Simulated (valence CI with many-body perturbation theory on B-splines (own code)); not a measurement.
**A CI+MBPT run for Co XIII**

Computed by relativistic CI+MBPT: five valence electrons over a frozen Dirac-Fock core [Ne], a basis of 9 s, 9 p, 8 d, 6 f, 3 g, 1 h functions for each j, with the one-electron correlation potential Σ1 (screened to all orders), the two-electron term Σ2, the three-electron term Σ3, Breit, model QED; selected single and double excitations, second order for the rest, scaled by the run's own slope (own B-spline code, finite nucleus).

Command, and the settings that its task file holds:

```sh
python run_cv.py task.json out
```

```
atom Co  Z=27  mass_number=59  rms_radius_fm=3.7875
core [Ne]
valence 3s2 3p3
avg = 1
basis = M
breit = 1
cap = 40000
capref = 1200
cscale = 1
de = 0.0
dress = 0
eps = 2e-08
extrap = 1
h = 0.27
hh = 1
l2 = 3
lcore = 6
maxit = 60
n2 = 5
natural = 1
nlev = 45
nno = [5, 5, 5, 4, 2, 1]
nroot = 26
nsp = [4, 4, 3, 2, 1, 0]
pt2 = 1
qed = 1
rpa = 1
s1 = 1
s2 = 1
s3 = 1
screen = 1
tol = 2e-05
whole = 1
```

It took 5.9 min on 1 thread of Intel(R) Xeon(R) Processor @ 2.30GHz (shared host).

Log. The first blocks belong to the next ion, which gives the ionisation energy. Fields: 2J, parity (1 odd), roots, reference size, generating configurations, candidates as configurations/state functions, variational space P, stored matrix elements, Davidson steps; e2 is the range of second-order energies in hartree. The first line gives the box (bohr), its intervals, the orbitals and the steps of their self-consistent field. Window is the range of levels sought, series limit the energy at which the first omitted orbital would enter, core excitation an estimate of the first excitation out of the core, left out the lowest levels not solved, and shifts from estimates the range by which levels moved from their first estimate, all in cm⁻¹.

```
rmax 8.8 intervals 62 orbitals 63 references ['3s2 3p3', '3s 3p4', '3s2 3p2 3d', '3p5', '3s 3p3 3d'] scf 6 t 1.3
2J=0 par=0 roots 2 ref 26 generators 9 cand 2804/4053 P 2826/4079 nnz 1.6e+06 it 6
2J=0 par=0 roots 2 ref 26 generators 15 cand 2514/4148 P 5340/8227 nnz 4.1e+06 it 5
   second order: generators 39 cand 29426/57740 e2 -0.00006 -0.00005
2J=2 par=0 roots 2 ref 45 generators 10 cand 1387/3941 P 1410/3986 nnz 2.1e+06 it 7
2J=2 par=0 roots 2 ref 45 generators 19 cand 4339/16056 P 5749/20042 nnz 2.9e+07 it 8
   second order: generators 48 cand 36619/163098 e2 -0.00018 -0.00008
2J=4 par=0 roots 2 ref 65 generators 11 cand 1408/3929 P 1437/3994 nnz 2.4e+06 it 6
2J=4 par=0 roots 2 ref 65 generators 22 cand 3441/14371 P 4878/18365 nnz 2.8e+07 it 6
   second order: generators 41 cand 33221/202394 e2 -0.00016 -0.00012
reference levels 588, estimated 112, window 676267 1/cm; series limit 2465149, core excitation 6354954
2J=3 par=1 roots 6 ref 74 generators 24 cand 1296/5484 P 1885/7993 nnz 6.4e+06 it 10
2J=3 par=1 roots 6 ref 74 generators 36 cand 5182/31921 P 7067/39914 nnz 9.5e+07 it 11
   second order: generators 65 cand 82031/1234834 e2 -0.00281 -0.00037
2J=5 par=1 roots 3 ref 70 generators 16 cand 1116/5402 P 1604/7867 nnz 6.7e+06 it 6
2J=5 par=1 roots 3 ref 70 generators 27 cand 4509/31823 P 6113/39690 nnz 1e+08 it 12
   second order: generators 52 cand 70196/1363566 e2 -0.00324 -0.00075
2J=1 par=1 roots 4 ref 47 generators 21 cand 1760/5455 P 2538/7990 nnz 5.3e+06 it 8
2J=1 par=1 roots 4 ref 47 generators 30 cand 6973/32001 P 9511/39991 nnz 8.2e+07 it 8
   second order: generators 57 cand 76750/692228 e2 -0.00083 -0.00025
2J=5 par=0 roots 10 ref 76 generators 23 cand 1186/5460 P 1805/7932 nnz 6.1e+06 it 10
2J=5 par=0 roots 10 ref 76 generators 37 cand 4404/31985 P 6209/39917 nnz 1e+08 it 11
   second order: generators 84 cand 94199/1769617 e2 -0.00289 -0.00131
2J=3 par=0 roots 11 ref 74 generators 24 cand 1282/5446 P 1960/7977 nnz 5.9e+06 it 8
2J=3 par=0 roots 11 ref 74 generators 44 cand 4877/31922 P 6837/39899 nnz 9.5e+07 it 10
   second order: generators 89 cand 98251/1543741 e2 -0.00235 -0.00084
2J=1 par=0 roots 8 ref 47 generators 20 cand 1685/5328 P 2660/7857 nnz 4.9e+06 it 10
2J=1 par=0 roots 8 ref 47 generators 41 cand 7034/32104 P 9694/39961 nnz 8.4e+07 it 9
   second order: generators 81 cand 93018/840993 e2 -0.00085 -0.00022
2J=7 par=0 roots 5 ref 54 generators 16 cand 1219/5395 P 1872/7948 nnz 6e+06 it 10
2J=7 par=0 roots 5 ref 54 generators 30 cand 3843/32041 P 5715/39989 nnz 1.1e+08 it 10
   second order: generators 66 cand 87396/1810048 e2 -0.00227 -0.00176
2J=9 par=0 roots 2 ref 34 generators 9 cand 1302/5509 P 2133/8125 nnz 6e+06 it 6
2J=9 par=0 roots 2 ref 34 generators 22 cand 3974/31806 P 6107/39931 nnz 1.1e+08 it 7
   second order: generators 43 cand 65018/1338824 e2 -0.00129 -0.00110
2J=7 par=1 roots 2 ref 53 generators 14 cand 772/5395 P 1288/7947 nnz 7.1e+06 it 6
2J=7 par=1 roots 2 ref 53 generators 24 cand 3944/31025 P 5232/38972 nnz 1e+08 it 9
   second order: generators 39 cand 60911/1349867 e2 -0.00251 -0.00089
2J=9 par=1 roots 2 ref 28 generators 14 cand 975/5431 P 1572/7950 nnz 7e+06 it 5
2J=9 par=1 roots 2 ref 28 generators 18 cand 4248/31311 P 5820/39261 nnz 1.1e+08 it 6
   second order: generators 34 cand 58077/1210412 e2 -0.00220 -0.00060
left out: unestimated 968327, estimated 741249, shifts from estimates -127 to 237
operators 0.8
```

The Davidson iterations converged.

No measured spectrum was set against this ion. As an estimate, levels of excited configurations hold to 0.05 to 0.15 % of their energy, terms of the ground configuration to about 0.5 %. Among the levels kept, up to 630 cm⁻¹ of a level comes from second order outside the variational space, and about a tenth of that is noise between levels of different J, which matters for small intervals.

* Valence energy: -83.99738 hartree
* Ionisation energy: 374.59 eV (NIST: 378.5 ± 0.7 eV (semi-empirical))
* Reference configurations for the orbitals: 3s2 3p3, 3s 3p4, 3s2 3p2 3d, 3p5, 3s 3p3 3d
* Radial orbitals: 63
* Box radius: 8.816 bohr
* Largest variational space: 39991
* Lowest levels: 3s²3p³ ⁴S°_3/2 0, 3s²3p³ ²D°_3/2 43925, 3s²3p³ ²D°_5/2 49956, 3s²3p³ ²P°_1/2 79831, 3s²3p³ ²P°_3/2 88508, 3s3p⁴ ⁴P_5/2 295130, 3s3p⁴ ⁴P_3/2 307000, 3s3p⁴ ⁴P_1/2 312090, 3s3p⁴ ²D_3/2 365730, 3s3p⁴ ²D_5/2 368410, 3s²3p²3d ²P_3/2 [a] 418620, 3s3p⁴ ²P_1/2 423600, 3s3p⁴ ²S_1/2 442960, 3s²3p²3d ⁴F_3/2 456200 cm⁻¹

Names give the largest LS component (configuration and term), which can be under half, so a name can repeat, a term be missing and a line seem to break the LS rules; names also repeat where a configuration has a term twice. Letters in brackets count levels of one name in rising energy.
